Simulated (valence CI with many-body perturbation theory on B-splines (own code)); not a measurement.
E1 line list for Cd¹⁵⁺

Level of theory: valence CI with perturbative core correlation (CI+MBPT): five valence electrons over a frozen Dirac-Fock core [Ar] 3d10, radial functions for each j: 11 s, 11 p, 10 d, 8 f, 5 g, 2 h, with the one-electron correlation potential Σ1, the two-electron term Σ2, the three-electron term Σ3, Breit, model QED; selected CI, second order for the rest, scaled by the run's own slope (own B-spline code, finite nucleus).

No measured spectrum was set against this ion. As an estimate, levels hold to about 250 cm⁻¹ or 0.2 % of their energy and the worst to 1 %, as in measured heavy ions of charge 2 to 7; those with d or f electrons hold less well. Among the levels kept, up to 2200 cm⁻¹ of a level comes from second order outside the variational space, and about a tenth of that is noise between levels of different J, which matters for small intervals.

Lines 101 to 150 of 568 in falling wavelength, among levels below 157.79 eV, chosen from the strongest by gf and those to the six lowest levels. Wavelengths and rates use the calculated energies, so an error of 1000 cm⁻¹ moves a line at 23.06 nm by 0.23 % and its rate by three times that or more. Electric multipoles are in the length gauge, E1 and E2 with the static RPA response of the core. Weak lines are less certain than strong ones. Lines between different terms over intervals too small for the method are left out, as are lines whose strength nearly cancels. Where a level lies close to another of its J and parity, the split of strength between their lines is uncertain. The highest levels of a list are the least certain.

Names give the largest LS component (configuration and term), which can be under half, so a name can repeat, a term be missing and a line seem to break the LS rules; names also repeat where a configuration has a term twice. Letters in brackets count levels of one name in rising energy.

| λ vac (nm) | Upper | Lower | A (s⁻¹) | S (a.u.) |
| --- | --- | --- | --- | --- |
| 23.06 | 4s4p⁴ ²D_3/2 | 4s²4p³ ⁴S°_3/2 | 2.03e+09 | 4.91e-02 |
| 23.06 | 4s²4p²4d ⁴D_1/2 | 4s²4p³ ²P°_3/2 | 8.26e+09 | 1.00e-01 |
| 23.03 | 4s²4p²4d ⁴D_3/2 | 4s²4p³ ²P°_3/2 | 5.85e+08 | 1.41e-02 |
| 23.00 | 4s4p³4d ⁴D°_5/2 [c] | 4s²4p²4d ²F_7/2 [a] | 5.32e+09 | 1.92e-01 |
| 22.94 | 4s4p³4d ²P°_3/2 [d] | 4s²4p²4d ²F_5/2 [b] | 1.33e+10 | 3.16e-01 |
| 22.92 | 4s4p⁴ ²S_1/2 | 4s²4p³ ²D°_3/2 | 1.92e+10 | 2.28e-01 |
| 22.80 | 4s4p³4d ²D°_3/2 [b] | 4s²4p²4d ²F_5/2 [a] | 1.06e+10 | 2.47e-01 |
| 22.67 | 4s4p³4d ⁴D°_5/2 [c] | 4s²4p²4d ⁴F_7/2 | 1.60e+10 | 5.51e-01 |
| 22.66 | 4s4p³4d ⁴P°_1/2 [b] | 4s²4p²4d ⁴D_3/2 | 1.10e+10 | 1.26e-01 |
| 22.65 | 4s4p³4d ²F°_5/2 [a] | 4s²4p²4d ⁴D_5/2 | 3.75e+09 | 1.29e-01 |
| 22.55 | 4s4p³4d ²P°_1/2 [c] | 4s²4p²4d ²D_3/2 [b] | 2.21e+10 | 2.50e-01 |
| 22.52 | 4p⁵ ²P°_3/2 | 4s4p⁴ ⁴P_5/2 | 2.12e+09 | 4.78e-02 |
| 22.51 | 4s4p³4d ²G°_7/2 [b] | 4s²4p²4d ²F_7/2 [a] | 3.13e+09 | 1.41e-01 |
| 22.48 | 4s4p³4d ²F°_5/2 [b] | 4s²4p²4d ²G_7/2 | 1.28e+10 | 4.31e-01 |
| 22.47 | 4s4p⁴ ²P_3/2 | 4s²4p³ ²D°_3/2 | 5.92e+08 | 1.33e-02 |
| 22.35 | 4s4p³4d ⁴D°_7/2 [d] | 4s²4p²4d ⁴F_9/2 | 3.84e+10 | 1.69e+00 |
| 22.30 | 4s²4p4d² ⁴G°_7/2 | 4s²4p²4d ²G_9/2 | 5.60e+09 | 2.45e-01 |
| 22.24 | 4s4p⁴ ²D_5/2 | 4s²4p³ ⁴S°_3/2 | 7.20e+07 | 2.35e-03 |
| 21.98 | 4s²4p²4d ⁴D_5/2 | 4s²4p³ ²P°_3/2 | 2.57e+08 | 8.08e-03 |
| 21.95 | 4s4p³4d ²F°_7/2 [d] | 4s²4p²4d ²G_9/2 | 3.15e+10 | 1.31e+00 |
| 21.93 | 4s²4p²4d ⁴F_3/2 | 4s²4p³ ²D°_5/2 | 2.75e+09 | 5.72e-02 |
| 21.92 | 4s4p⁴ ²P_1/2 | 4s²4p³ ²P°_1/2 | 1.59e+08 | 1.66e-03 |
| 21.77 | 4s²4p4d² ⁴G°_7/2 | 4s²4p²4d ²F_7/2 [b] | 3.08e+09 | 1.25e-01 |
| 21.77 | 4s4p³4d ²D°_3/2 [c] | 4s²4p²4d ²F_5/2 [a] | 9.54e+09 | 1.94e-01 |
| 21.76 | 4s4p³4d ⁴D°_7/2 [d] | 4s²4p²4d ²F_7/2 [a] | 3.46e+09 | 1.41e-01 |
| 21.46 | 4s4p³4d ⁴D°_7/2 [d] | 4s²4p²4d ⁴F_7/2 | 8.44e+09 | 3.30e-01 |
| 21.43 | 4s4p³4d ²F°_7/2 [d] | 4s²4p²4d ²F_7/2 [b] | 2.86e+09 | 1.11e-01 |
| 21.41 | 4s4p³4d ²F°_5/2 [c] | 4s²4p²4d ²G_7/2 | 1.14e+10 | 3.30e-01 |
| 21.36 | 4s4p³4d ²D°_3/2 [d] | 4s²4p²4d ⁴D_5/2 | 1.06e+10 | 2.04e-01 |
| 21.33 | 4s²4p²4d ²P_3/2 [a] | 4s²4p³ ²P°_3/2 | 1.39e+09 | 2.66e-02 |
| 21.24 | 4s²4p4d² ⁴G°_5/2 [a] | 4s²4p²4d ²G_7/2 | 5.64e+09 | 1.60e-01 |
| 21.19 | 4s²4p4d² ⁴G°_9/2 | 4s²4p²4d ²G_9/2 | 2.39e+09 | 1.12e-01 |
| 21.17 | 4s4p³4d ⁴D°_5/2 [c] | 4s²4p²4d ⁴F_5/2 | 7.41e+09 | 2.08e-01 |
| 21.16 | 4s²4p²4d ⁴F_5/2 | 4s²4p³ ²D°_5/2 | 3.92e+08 | 1.10e-02 |
| 21.11 | 4s²4p²4d ⁴F_3/2 | 4s²4p³ ²D°_3/2 | 2.72e+09 | 5.04e-02 |
| 21.03 | 4s²4p²4f ²G°_7/2 [a] | 4s²4p²4d ²G_9/2 | 4.74e+09 | 1.74e-01 |
| 20.98 | 4s4p³4d ²D°_5/2 [d] | 4s²4p²4d ²F_7/2 [b] | 1.53e+10 | 4.18e-01 |
| 20.97 | 4s²4p4d² ⁴F°_5/2 | 4s²4p²4d ²F_7/2 [c] | 4.00e+09 | 1.09e-01 |
| 20.93 | 4s²4p4d² ⁴D°_7/2 [a] | 4s²4p²4d ²D_5/2 [a] | 4.27e+09 | 1.55e-01 |
| 20.87 | 4s4p³4d ²D°_3/2 [b] | 4s²4p²4d ⁴F_3/2 | 1.21e+10 | 2.17e-01 |
| 20.86 | 4s4p³4d ⁴D°_5/2 [e] | 4s²4p²4d ⁴F_7/2 | 8.95e+09 | 2.40e-01 |
| 20.82 | 4s4p³4d ²F°_7/2 [b] | 4s²4p²4d ⁴F_9/2 | 3.28e+09 | 1.17e-01 |
| 20.79 | 4s²4p²4d ⁴D_1/2 | 4s²4p³ ²P°_1/2 | 8.86e+08 | 7.86e-03 |
| 20.76 | 4s²4p²4d ⁴D_3/2 | 4s²4p³ ²P°_1/2 | 9.96e+08 | 1.76e-02 |
| 20.71 | 4s4p³4d ⁶D°_3/2 | 4s4p⁴ ⁴P_5/2 | 1.44e+09 | 2.53e-02 |
| 20.68 | 4s4p³4d ⁶D°_5/2 | 4s4p⁴ ⁴P_5/2 | 1.25e+09 | 3.27e-02 |
| 20.63 | 4s4p³4d ⁴D°_3/2 [c] | 4s²4p²4d ²F_5/2 [a] | 8.66e+09 | 1.50e-01 |
| 20.60 | 4s4p³4d ⁶D°_7/2 | 4s4p⁴ ⁴P_5/2 | 4.09e+08 | 1.41e-02 |
| 20.51 | 4s4p⁴ ²S_1/2 | 4s²4p³ ⁴S°_3/2 | 4.49e+09 | 3.82e-02 |
| 20.47 | 4s²4p²4f ⁴F°_5/2 [a] | 4s²4p²4d ²F_7/2 [c] | 8.35e+09 | 2.12e-01 |
